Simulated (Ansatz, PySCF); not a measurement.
Molecule: SnSe, charge 0, multiplicity 1. 
Structure (B3LYP-D3(BJ)/def2-TZVP (Ansatz, a program for electronic structure) minimum search):
```
Sn
Se 1 2.3464
```

Property: atomisation energy (electronic, to ground-state atoms), in kcal/mol. Valence correlation only, unless marked. Open shells are spin-unrestricted. No spin-orbit coupling. Frozen are the shells of the preceding noble gas and the d and f shells that filled before the atom's block. In def2 rows, elements after Kr have scalar-relativistic effective core potentials. STO-3G rows are all-electron and non-relativistic. The coupled-cluster limit lacks core correlation, which all-electron functionals hold. Basis-set limits of correlation are two-point, X^-3; Hartree-Fock from the larger set.

The T1 diagnostic of CCSD in the largest basis is 0.028, which is high, so the coupled-cluster rows are less sure than usual.

| level | program | atomisation energy (kcal/mol) |
|---|---|---|
| PBE/def2-TZVPD | Ansatz | 113.8 |
| PBE-D4/def2-TZVPD | Ansatz + dftd4 | 115.0 |
| revPBE/def2-TZVPD | Ansatz | 107.1 |
| TPSS/def2-TZVPD | PySCF | [?] |
| CAM-B3LYP-D3(BJ)/def2-TZVPD | Ansatz + dftd3 | 103.2 |
| wB97M-V/def2-TZVPD | Ansatz | 102.0 |
| CCSD/STO-3G | Ansatz | 122.0 |
| CCSD/def2-SVPD | Ansatz | 88.4 |
| CCSD(T)/CBS(def2-TZVPPD,def2-QZVPPD) | Ansatz | [?] |

**Question.** Some entries are withheld; supply them.

**Answer.** 
- TPSS/def2-TZVPD, atomisation energy (kcal/mol): 111.6
- CCSD(T)/CBS(def2-TZVPPD,def2-QZVPPD), atomisation energy (kcal/mol): 107.0
